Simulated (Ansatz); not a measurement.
CH12N2Si3, SMILES C[Si](N)(N)[SiH2][SiH3].

Geometry optimised at PBE0-D3(BJ)/def2-SVP. The structure was generated by enumeration, and PubChem lists no compound with its InChIKey, so it may never have been made. One conformer was computed; it need not be the lowest.

Two levels are set side by side: PBE/def2-SVPD (Ansatz, a program for electronic structure) and CAM-B3LYP/def2-SVPD (Ansatz). Energy differences of separate SCF runs at the same geometry; the states with an electron removed or added have multiplicity 2 and 2. Differences are taken from unrounded values.

| quantity | CAM-B3LYP | PBE | PBE minus CAM-B3LYP |
|---|---|---|---|
| vertical ionisation energy (eV) | 8.65 | 8.05 | -0.60 |
| vertical singlet–triplet gap (eV) | 5.71 | 4.91 | -0.80 |
